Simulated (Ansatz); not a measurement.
Consider the formal hydrolysis of the Sn–C bond: `[CH3][Sn]([CH3])([Cl])[Cl]` + H₂O → `[CH3][Sn]([OH])([Cl])[Cl]` + CH₄.

Calculated with Ansatz (gas phase, PBE0-D4/def2-TZVP geometries, no zero-point term in ΔE). CCSD(T)/CBS is the MP2 limit (def2-TZVPP, def2-QZVPP) plus CCSD(T) − MP2 in def2-TZVPP, frozen cores. This one scheme is used for every species. Functionals use def2-TZVPP. B3LYP here is the variant with VWN-RPA as its local correlation; programs differ in this. Elements past krypton have def2 core potentials. For Sn outer-core shells are correlated without core-valence functions, which leaves a few kJ/mol of doubt a bond. One conformer a species, not always the lowest.

`[CH3][Sn]([CH3])([Cl])[Cl]`:

Z-matrix (Å, degrees):
```
C
Sn 1 2.120
H 1 1.090 2 109.6
H 1 1.090 2 109.6 3 120.8
H 1 1.089 2 108.3 3 -119.6
C 2 2.121 1 121.7 3 -60.4
Cl 2 2.334 1 107.1 3 63.0
Cl 2 2.334 1 107.1 3 176.1
H 6 1.090 2 109.6 1 -60.2
H 6 1.089 2 108.3 1 -179.8
H 6 1.090 2 109.6 1 60.6
```

H₂O:

Z-matrix (Å, degrees):
```
O
H 1 0.960
H 1 0.960 2 105.1
```

`[CH3][Sn]([OH])([Cl])[Cl]`:

Z-matrix (Å, degrees):
```
C
Sn 1 2.108
H 1 1.089 2 108.5
H 1 1.089 2 108.6 3 119.9
H 1 1.088 2 108.9 3 -120.0
O 2 1.943 1 109.9 3 -55.9
Cl 2 2.320 1 113.0 3 64.3
Cl 2 2.320 1 113.0 3 -176.1
H 6 0.961 2 113.8 1 -179.7
```

CH₄:

Z-matrix (Å, degrees):
```
C
H 1 1.090
H 1 1.090 2 109.5
H 1 1.090 2 109.5 3 -120.0
H 1 1.090 2 109.5 3 120.0
```

```json
{"level": "r2SCAN-D4", "ΔE (kJ/mol)": "-45.1", "difference from CCSD(T)/CBS": "-10.9"}
{"level": "r2SCANh-D4", "ΔE (kJ/mol)": "-42.5", "difference from CCSD(T)/CBS": "-8.3"}
{"level": "BLYP", "ΔE (kJ/mol)": "-51.6", "difference from CCSD(T)/CBS": "-17.4"}
{"level": "r2SCAN", "ΔE (kJ/mol)": "-45.9", "difference from CCSD(T)/CBS": "-11.7"}
{"level": "PBE0", "ΔE (kJ/mol)": "-37.1", "difference from CCSD(T)/CBS": "-2.9"}
{"level": "B3LYP", "ΔE (kJ/mol)": "-46.9", "difference from CCSD(T)/CBS": "-12.7"}
{"level": "CAM-B3LYP", "ΔE (kJ/mol)": "-47.0", "difference from CCSD(T)/CBS": "-12.8"}
{"level": "MP2/def2-TZVPP", "ΔE (kJ/mol)": "-33.2", "difference from CCSD(T)/CBS": "1.0"}
{"level": "CCSD/def2-TZVPP", "ΔE (kJ/mol)": "-35.0", "difference from CCSD(T)/CBS": "-0.8"}
{"level": "MP2/def2-QZVPP", "ΔE (kJ/mol)": "-32.9", "difference from CCSD(T)/CBS": "1.3"}
{"level": "CCSD(T)/CBS", "ΔE (kJ/mol)": "-34.2", "difference from CCSD(T)/CBS": "0"}
```

**Question.** What do rigid-rotor, harmonic-oscillator terms from PBE0-D4/def2-TZVP frequencies (298.15 K, 1 bar) make of the CCSD(T)/CBS value? (Best estimate.)

**Answer.** The calculation gave: ΔZPE = +0.9 kJ/mol, ΔH = -34.3 kJ/mol, ΔS = -3 J/(mol·K), ΔG = -33.5 kJ/mol. Modes under 50 cm⁻¹ make the entropy rough.

Largest T1 diagnostic among the species: 0.012.

The D4 term adds +3.7 kJ/mol with B3LYP and +2.2 kJ/mol with PBE0; it sums over pairs of atoms, weighted by their polarisabilities, and B3LYP, whose exchange is more repulsive, gets the larger term. From r2SCAN to r2SCAN0 (25 % exact exchange), in def2-TZVPP and without D4, ΔE moves by +5.9 kJ/mol. In def2-TZVPP, CCSD(T) changes the Hartree–Fock value by +12.1 kJ/mol (the triples alone add −0.3 kJ/mol) and MP2 by +14.2 kJ/mol.
